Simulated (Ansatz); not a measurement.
Zn₇Se₆⁺. Charge 1, multiplicity 2. Geometry PBE-D4/def2-SVP, basis def2-TZVP, Ansatz.

```xyz
13

Zn    5.442   -0.262    2.244
Zn   -4.222   -1.239    0.193
Zn   -1.465    0.136    0.700
Zn    2.615    0.179   -0.164
Zn    2.030    0.812    2.426
Zn    0.562    0.481   -2.171
Zn   -3.086   -0.167   -2.129
Se    2.754   -0.013   -2.479
Se   -4.727   -1.728   -2.025
Se    4.015    1.624    1.452
Se    0.780   -0.777    1.314
Se   -1.471    1.418   -1.463
Se   -3.226   -0.463    2.100
```

```tsv
run	HOMO (eV)	LUMO (eV)
A	-9.28	-7.03
B	-8.88	-7.30
C	-8.30	-7.94
D	-8.52	-7.61
```

Single mean-field runs in def2-TZVP are fitted with def2-universal-jkfit. Another isomer (doublet) lies 0.56 eV lower at PBE0-D4/def2-TZVP; other spin states weren't run for this one.

HOMO and LUMO are taken over both spins.

**Question.** The runs used PBE, PBE0, r2SCAN, r2SCANh. Estimate which is which.

**Answer.** A PBE0 (25 % exact exchange); B r2SCANh (10 % exact exchange); C PBE (0 % exact exchange); D r2SCAN (0 % exact exchange). Exact exchange lowers occupied and raises empty levels; among semilocal functionals meta-GGAs tend to open the gap a little, and such runs are hard to tell apart. The gap grows from 0.37 eV (PBE) to 2.24 eV (PBE0).
